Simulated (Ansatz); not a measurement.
Mulliken charges of CH₃Cl₃SeSn (`C[Se][Sn]([Cl])([Cl])[Cl]`) from B3LYP/def2-TZVPP in Ansatz (PBE0-D4/def2-TZVP geometry).

```
atom   x (Å)   y (Å)   z (Å)  charge (e)
  C1   0.029  -1.156   1.319      -0.363
 Se2   1.553  -0.307   0.423      -0.135
 Sn3   0.170   1.013  -1.162       1.020
 Cl4  -1.172  -0.342  -2.469      -0.325
 Cl5   1.480   2.294  -2.554      -0.314
 Cl6  -1.304   2.411  -0.059      -0.325
  H7   0.470  -1.797   2.080       0.139
  H8  -0.600  -0.404   1.792       0.152
  H9  -0.538  -1.759   0.614       0.152
```

By hand: the dipole of these point charges (1 e Å = 4.8032 D).

Σ q r = (0.186, -0.477, 0.557) e Å, of length 0.757 e Å = 3.64 D.

How does the dipole of the full density compare? (Estimate.)

The calculation gave: (0.088, -0.418, 0.484) e Å, 3.10 D; the point charges give 1.17 times that, at 6° from its direction.

Point charges leave out the atoms' own dipoles, such as those of lone pairs, and Mulliken's split depends on the basis, so the two needn't agree.

B3LYP here is the variant with VWN-RPA as its local correlation; programs differ in this.
